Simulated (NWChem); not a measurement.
**Polarisability of CF (+1)**

```
C
F 1 1.1535
```
Charge +1, spin multiplicity 1.

The numbers come from NWChem runs, not from measurements. All single points use one geometry, from PBE0/def2-SVP, a minimum by its harmonic frequencies.

Basis set: 6-31G*. Static limit. This basis has no diffuse functions, which lowers polarisabilities.

The correlated methods keep 2 core orbitals frozen. B3LYP has NWChem's definition, with VWN1-RPA local correlation. The Pople sets run with spherical d functions. The structure started from a generated list of species. Coupled-cluster values serve here as a point of comparison, not as the truth.

| method | isotropic polarisability (bohr³) |
|---|---|
| LDA (SVWN5) | 7.54 |
| HF | ? |
| B3LYP | 7.38 |
| PBE | ? |
| CCSD linear response | 7.39 |

Some entries are withheld; supply them.


- HF, isotropic polarisability (bohr³): 7.17
- PBE, isotropic polarisability (bohr³): 7.47
